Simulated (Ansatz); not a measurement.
```xyz
12

C     1.0253    0.0000    0.0000
C     0.0000    1.0253    0.0000
C    -1.0253    0.0000    0.0000
C     0.0000   -1.0253    0.0000
C     2.4553    0.0000    0.0000
N     3.6153    0.0000    0.0000
C     0.0000    2.4553    0.0000
N     0.0000    3.6153    0.0000
C    -2.4553    0.0000    0.0000
N    -3.6153    0.0000    0.0000
C     0.0000   -2.4553    0.0000
N     0.0000   -3.6153    0.0000
```

Basis set: def2-TZVP (spherical functions). Charge 0, multiplicity 3.

Computed with Ansatz (development build ahead of 0.2.0); each method stands on the lowest determinant of its kind that the runs found. Restricted functionals stand beside restricted open-shell atoms, which can lie above the unrestricted atoms usual in DFT and then raise those values.

Give the atomization energy at this shape (free ground-state atoms in the same class of orbitals less the molecule, no zero-point energy) of triplet C8N4 by ωB97X (restricted open-shell), PBE0 (unrestricted), PBE0 (restricted open-shell).

```json
{"method": "ωB97X (restricted open-shell)", "atomization energy": "69.86 eV"}
{"method": "PBE0 (unrestricted)", "atomization energy": "70.65 eV"}
{"method": "PBE0 (restricted open-shell)", "atomization energy": "71.11 eV"}
```

Caution: another spin multiplicity may lie lower.

The shape needn't be a minimum at these levels.
